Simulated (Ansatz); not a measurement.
Reaction (ligand exchange at a Cd–S bond): `[SiH3][O][Cd][SH]` + NH₃ → `[NH2][Cd][O][SiH3]` + H₂S

Computed with Ansatz on PBE0-D4/def2-TZVP structures; ΔE is electronic, products minus reactants. CCSD(T)/CBS adds triple-zeta CCSD(T) − MP2 to the extrapolated MP2 energy (def2 sets, frozen cores). This one scheme is used for every species. DFT in def2-TZVPP. def2 core potentials past Kr. For Cd outer-core shells are correlated without core-valence functions, which leaves a few kJ/mol of doubt a bond. Each species was taken in one conformer, which may not be the lowest.

`[SiH3][O][Cd][SH]`:

Cartesian coordinates in Å:
```
Si -1.696 0.311 0.567
O -0.516 0.640 -0.497
Cd 1.260 -0.071 -0.930
S 3.345 -0.852 -1.557
H -1.547 -1.050 1.169
H -1.700 1.291 1.692
H -3.025 0.370 -0.103
H 3.879 -0.640 -0.342
```

NH₃:

```xyz
4

N    -0.009    0.234   -0.157
H     0.634   -0.449   -0.539
H     0.291    0.428    0.791
H    -0.916   -0.213   -0.095
```

`[NH2][Cd][O][SiH3]`:

```xyz
9

N     1.718   -1.246    2.150
Cd    0.550   -0.126    0.978
O    -0.589    0.917   -0.228
Si   -1.217    0.717   -1.709
H     2.571   -0.757    2.399
H     1.256   -1.474    3.024
H    -2.137   -0.459   -1.779
H    -1.991    1.931   -2.090
H    -0.161    0.498   -2.745
```

H₂S:

Z-matrix (Å, degrees):
```
S
H 1 1.341
H 1 1.341 2 92.3
```

CCSD(T)/CBS gives +102.4 kJ/mol.

(1) Another level gave +102.5 kJ/mol. Which?
A. B97M-V/def2-TZVPP
B. BHLYP/def2-TZVPP
C. B2PLYP/def2-TZVPP
D. BLYP/def2-TZVPP

Largest T1 diagnostic among the species: 0.015.

Results:

(1) A. B97M-V 102.5, B2PLYP 98.0, BLYP 92.0, BHLYP 106.8 kJ/mol.

From r2SCAN to r2SCAN0 (25 % exact exchange), in def2-TZVPP and without D4, ΔE moves by +6.5 kJ/mol. At CCSD(T), def2-SVP lies −6.7 kJ/mol from the extrapolated value and def2-TZVPP −7.2 kJ/mol.

CCSD(T)/CBS has its own doubt, a few kJ/mol and more with outer-core shells, so smaller differences from it don't rank the levels.
